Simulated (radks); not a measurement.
Values are calculated unless marked as measured or tabulated.
Initial-state core-level shifts of the dysprosium ion Dy2+ when its valence configuration changes from [Xe] 4f10. Level of theory: scalar-relativistic Kohn-Sham, r2SCAN, spin-unpolarised, spherical densities, finite nucleus; meta-GGA in the generalised Kohn-Sham scheme; Fermi nuclear charge, rms radius 5.2218 fm (a radial shooting solver on a logarithmic mesh with Libxc functionals). Shifts are changes of the shell-averaged eigenvalues in eV (positive: less bound); the change of the density at the nucleus, which sets a Mossbauer isomer shift, is in e/bohr^3, on a base of 7.773e+05.

valence               2s       3p       3d       4d  density at nucleus
4f8 6s2          -21.976  -23.683  -23.552  -21.700             +195.77
4f8 5d2          -15.674  -17.505  -17.348  -15.505              +66.20
4f9.5 5d0.5       -3.524   -3.910   -3.876   -3.554              +14.35
4f7 6s2 6p1      -36.371  -39.188  -38.982  -35.487             +264.86
4f8 6p2          -24.447  -26.144  -26.017  -24.158              +82.94
4f9 6p1          -11.460  -12.210  -12.152  -11.453              +36.73
4f9 5d1           -7.328   -8.148   -8.076   -7.344              +30.21
4f8 5d1.5 6s0.5  -17.212  -19.017  -18.866  -17.024              +95.92
4f8 5d0.5 6s1.5  -20.359  -22.102  -21.965  -20.119             +160.05
